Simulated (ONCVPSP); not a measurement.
Si (Z = 14): excitation energies, all-electron against ONCV

```
Element                 : silicon
Generator               : ONCVPSP 4.0.1
Type                    : optimised norm-conserving Vanderbilt (ONCV)
Functional              : PBE
Relativity              : scalar-relativistic
Frozen core             : [Ne]
Valence charge          : 4
Reference configuration : 3s2 3p2
Partial waves           : 3s: rc 1.55 bohr, ncon 3, nbas 6, qcut 4.5 1/bohr, 2 projectors, debl 1.4 Ha; 3p: rc 2.35 bohr, ncon 5, nbas 10, qcut 3.6 1/bohr, 1 projector; d scattering state at 0.33 Ha: rc 2.30 bohr, ncon 4, nbas 8, qcut 4.3 1/bohr, 3 projectors, debl 2.7 Ha
Local potential         : polynomial inside 1.35 bohr (lpopt 5, dvloc0 0 Ha)
Core correction         : Teter function, fcfact 4.5, rcfact 1.45
```

Energies are relative to the spin-unpolarised reference configuration 3s2 3p2; without spin polarisation the order of configurations can differ from experiment.

Task: Give the all-electron excitation energy and the error of the potential for: 3s2 3p1; 3s2 3p0; 3s1 3p0; 3s1 3p3.

Result:

| valence configuration | charge | ΔE all-electron (eV) | error AE − PS (meV) |
| --- | --- | --- | --- |
| 3s2 3p1 | +1 | 7.740 | +2.5 |
| 3s2 3p0 | +2 | 23.733 | +3.1 |
| 3s1 3p0 | +3 | 57.704 | -16 |
| 3s1 3p3 | 0 | 6.814 | -0.6 |

Levels in the configuration 3s2 3p0:

```csv
level,all-electron (eV),pseudo (eV)
3s,-28.536,-28.542
```

Note: no bound ghost flagged; GHOST(+) flagged for s at 83.4 eV.
